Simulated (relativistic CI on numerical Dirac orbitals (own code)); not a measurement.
Cu4+ in a cubic cluster: L2,3 absorption with charge transfer

Computed with a charge-transfer multiplet model of a cubic metal-ligand cluster with up to 2 ligand holes, Slater and spin-orbit integrals from Dirac-Coulomb-Breit ions, Slater integrals scaled by 0.7. The ground state mixes d7 with configurations of k ligand holes L, whose averages lie at kΔ + k(k − 1)U_dd/2; a core hole lowers each added d electron by U_cd. 300 K, Lorentzian 0.4 eV and Gaussian 0.3 eV FWHM.

Atomic integrals in eV (Slater integrals scaled, ζ unscaled), ground: F2dd 10.358, F4dd 6.495, zeta_d 0.120; with the core hole: F2dd 10.861, F4dd 6.812, zeta_d 0.150, zeta_core 13.370, F2cd 6.618, G1cd 5.133, G3cd 2.922.

Cluster parameters (eV): Δ = 1, U_dd = 8, U_cd = 9.3, 10Dq(ligand) = 0.2, V(eg) = 3.45, V(t2g) = -1.52, final-state hopping factor = 1.

```csv
Case,n_d,d7,d8L,d9L2,S
10Dq = 1 eV,7.68,0.40,0.52,0.08,0.53
10Dq = 1.9 eV,7.65,0.42,0.51,0.07,0.51
10Dq = 2.2 eV,7.64,0.43,0.50,0.07,0.51
10Dq = 2.5 eV,7.62,0.44,0.49,0.06,0.51
10Dq = 2.8 eV,7.61,0.45,0.49,0.06,0.51
```

Weights, n_d and S are thermal averages at 300 K. Photon energies count from the first peak over 30 % of the highest in each spectrum, which can be another peak from case to case. The parameters are a model scan and need not match a compound or its usual spin state. Peaks in eV (height, largest 100):
- 10Dq = 1 eV: 0.0 (35), 1.0 (100), 1.7 (77), 3.7 (7), 20.4 (17), 21.5 (56), 22.8 (6)
- 10Dq = 1.9 eV: 0.0 (33), 1.0 (100), 1.8 (80), 3.4 (7), 20.4 (21), 21.5 (59)
- 10Dq = 2.2 eV: 0.0 (33), 1.0 (100), 1.8 (81), 3.5 (6), 20.3 (21), 21.5 (59)
- 10Dq = 2.5 eV: 0.0 (33), 1.1 (100), 1.8 (82), 3.8 (5), 20.4 (23), 21.5 (59)
- 10Dq = 2.8 eV: 0.0 (33), 1.0 (100), 1.8 (84), 20.3 (23), 21.5 (60)

Curve for 10Dq = 2.2 eV (points under 2 left out, the grid thinned):

| E (eV) | Intensity |
| --- | --- |
| -1.4 | 2.1 |
| -1.1 | 2.9 |
| -0.8 | 4.7 |
| -0.6 | 7.3 |
| -0.3 | 19.2 |
| 0.0 | 32.7 |
| 0.2 | 25.7 |
| 0.5 | 30.5 |
| 0.8 | 76.3 |
| 1.1 | 92.3 |
| 1.4 | 55.8 |
| 1.6 | 70.0 |
| 1.9 | 70.3 |
| 2.2 | 26.2 |
| 2.4 | 14.4 |
| 2.7 | 8.4 |
| 3.0 | 6.7 |
| 3.3 | 5.6 |
| 3.6 | 6.2 |
| 3.8 | 4.9 |
| 4.1 | 3.5 |
| 4.4 | 3.4 |
| 4.6 | 2.6 |
| 4.9 | 2.2 |
| 5.2 | 2.5 |
| 5.5 | 2.1 |
| 8.1 | 2.0 |
| 19.2 | 2.3 |
| 19.5 | 5.0 |
| 19.8 | 10.1 |
| 20.0 | 12.5 |
| 20.3 | 21.4 |
| 20.6 | 14.8 |
| 20.9 | 12.9 |
| 21.2 | 32.6 |
| 21.4 | 56.1 |
| 21.7 | 44.3 |
| 22.0 | 21.4 |
| 22.2 | 10.8 |
| 22.5 | 4.7 |
| 22.8 | 2.9 |
| 23.1 | 2.5 |
| 23.4 | 2.5 |
| 23.6 | 2.6 |
| 23.9 | 2.0 |

For the case 10Dq = 1.9 eV, Δ = 1 eV is smaller than U_dd = 8 eV, the charge-transfer side of the Zaanen-Sawatzky-Allen scheme. With the core hole the configuration with one ligand hole lies at Δ + U_dd − U_cd = -0.3 eV from the one without, against Δ in the ground state.
